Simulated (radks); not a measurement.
Effect of the nuclear size on neutral promethium, [Xe] 4f5 6s2. Calculated with a radial shooting solver on a logarithmic mesh with Libxc functionals: Dirac Kohn-Sham, LDA (Slater exchange, Perdew-Wang correlation), spin-unpolarised, spherical densities, finite nucleus; open shells fill j = l - 1/2 first; Fermi nuclear charge, rms radius 4.962 fm. The rms radius is varied about that value; shifts are against it.

rms radius (fm)  total energy shift (eV)  density at nucleus (e/bohr^3)  1s1/2 shift (meV)  2s1/2 shift (meV)  5s1/2 shift (meV)  5p1/2 shift (meV)  6s1/2 shift (meV)  4f5/2 shift (meV)  6p1/2 (empty) shift (meV)
4.1185                             -4.56                      5.122e+05              -1890               -237              -1.73              0.248             -0.081              0.384                      0.075
4.5303                             -2.41                      5.011e+05               -999               -125             -0.916              0.131             -0.043              0.203                      0.040
4.962                                  0                      4.907e+05              0.000              0.000              0.000              0.000              0.000              0.000                      0.000
5.4433                              2.89                      4.804e+05               1200                150               1.10             -0.157              0.051             -0.244                     -0.048
6.0239                              6.65                      4.693e+05               2750                345               2.52             -0.362              0.118             -0.560                     -0.110

Slopes of the eigenvalues against <r^2> in GHz/fm^2, as finite differences over the two radii next to the reference (eigenvalue slopes, not the field-shift constants of lines): 1s1/2 58300, 2s1/2 7310, 5s1/2 53.4, 5p1/2 -7.66, 6s1/2 2.51, 4f5/2 -11.9, 6p1/2 (empty) -2.32.
